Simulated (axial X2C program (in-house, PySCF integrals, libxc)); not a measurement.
# Levels of BeIn by electron attachment to BeIn⁺ (EOM-EA-CCSD)

Calculated with an in-house all-electron X2C program for linear molecules (integrals from PySCF): two-component X2C with atomic mean-field Coulomb and Gaunt terms, Gaussian nuclei, basis In dyall-acv3z, Be dyall-acv3z with contracted cores.

R = 2.835 Å (1.090 times 2.601 Å, the PBE0 minimum at charge 0 for the lowest determinant).

Levels of BeIn obtained by attaching an electron to BeIn⁺:

```
  Ω  binding energy (eV)  above lowest (cm⁻¹)                  attached spinor  one-particle weight
1/2                5.470                    0  49% In pπ, 20% Be pπ, 11% Be pσ                 0.94
3/2                5.326                 1158             61% In pπ, 30% Be pπ                 0.94
1/2                5.272                 1599  36% Be pσ, 26% In pσ, 14% In pπ                 0.93
1/2                3.556                15438  52% Be pπ, 18% In dπ, 18% In pπ                 0.88
3/2                3.522                15712  49% Be pπ, 20% In pπ, 18% In dπ                 0.88
```

Question: What is the splitting of the first π pair in the table, and is it regular or inverted?

Answer: E(3/2) − E(1/2) = 1158 − 0 = 1158 cm⁻¹ at EOM-EA-CCSD: regular, Ω = 1/2 lower. Splittings at this level can be off by ten to twenty per cent.

This point took 14 s on 1 thread of AMD EPYC 9R45 96-Core Processor (Zen 5) (shared host).

Reference electrons by ω block (each with its −ω partner): 1/2: 17, 3/2: 7, 5/2: 2. 14 electrons of BeIn⁺ correlated (inner shells frozen), 92 natural virtual spinors (a truncated set); levels can be off by some tenths of an eV. Roots sought by Ω: (1/2: 5, 3/2: 4, 5/2: 2, 7/2: 1); rows need 60 % one-particle weight and stop where some Ω has no more roots. Missing are any skipped roots, higher Ω and states of a further excitation; these come out far too high here and may in truth be low or lowest. T1 of the reference 0.012 (Lee–Taylor). The reference was not checked to be the lowest state of its species. Number of frozen shells: In 4 s, 3 p, 1 d; Be 1 s.
